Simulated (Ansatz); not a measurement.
Born–Oppenheimer molecular dynamics of FGe2H7O (11 atoms, charge 0, multiplicity 1). It starts at the highest image of a converged band, a first-order saddle point between two minima.

Theory: Ansatz, RKS PBE0/def2-SVP.

```json
{
 "ensemble": "NVE (velocity Verlet)",
 "time step": "0.5 fs",
 "steps asked": "200",
 "starting velocities drawn for": "300 K",
 "seed": "2474"
}
```

First frame:

```xyz
11
Properties=species:S:1:pos:R:3
Ge 0.018 -0.324 -0.065
F -0.652 -1.220 1.693
H 1.116 -0.068 -1.155
H -0.367 1.054 0.482
Ge -1.617 -1.859 -0.976
H -2.963 -1.712 -0.256
H -1.810 -1.670 -2.496
H -1.072 -3.281 -0.741
O 1.508 -1.049 1.133
H 2.010 -1.785 0.761
H 0.680 -1.375 1.708
```

(1) What does the run give?

(2) What happens to the structure?

(3) How do temperature and energy run in time?

## Answers

(1) The run went to its last step.

```yaml
steps_done: 200
time_covered: 100 fs
mean_temperature_over_the_second_half: 404 K
spread_of_the_potential_energy_over_the_second_half: 15.6 meV per atom
mean_potential_energy_of_the_second_half_above_the_start: -10.9 meV per atom
```

The conserved energy stayed within 0.12 meV per atom of its start (net change 0.044 meV per atom), so the integration is sound. The kinetic energy rose, since the run started high on the potential surface and went downhill. It ends in pieces (FGe2H5 + H2O), so much of that is their flight and rotation, not heat. A run of 0.1 ps of so small a system gives no equilibrium averages. The orbitals stay closed-shell, which can raise the energy where a bond breaks towards radicals; this wasn't checked here.

(2) Between its relaxed ends the band would form Ge1–O9, F2–H11 and break Ge1–F2, O9–H11. These pairs go: Ge1–O9 2.04 → 2.73 Å, F2–H11 1.34 → 2.45 Å, Ge1–F2 2.08 → 1.78 Å, O9–H11 1.06 → 0.94 Å. In the last frame they stand as before the step (other bonds may differ from the relaxed reactants and products). It ends as FGe2H5 + H2O. Pairs count as bonded within 1.25 times the sum of covalent radii (0.12 Å more for H–H). The details hang on the random start.

(3) 
```tsv
time (fs)	T (K)	potential energy less start (eV)	conserved less start (meV/atom)
0	300	0.000	0.00
5	166	0.157	0.08
10	135	0.192	0.06
15	196	0.121	0.01
20	126	0.203	0.09
25	163	0.160	0.05
30	195	0.122	0.02
35	151	0.174	0.08
40	218	0.096	0.03
45	203	0.114	0.05
50	153	0.172	0.10
55	237	0.074	0.05
60	250	0.058	0.06
65	252	0.057	0.10
70	355	-0.063	0.05
75	388	-0.101	0.10
80	441	-0.163	0.08
85	499	-0.232	0.01
90	523	-0.259	0.04
95	644	-0.400	0.02
100	675	-0.436	0.04
```

Run time: 8.1 min on 4 threads of Arm Neoverse V1 (shared host), peak memory 0.36 GiB.
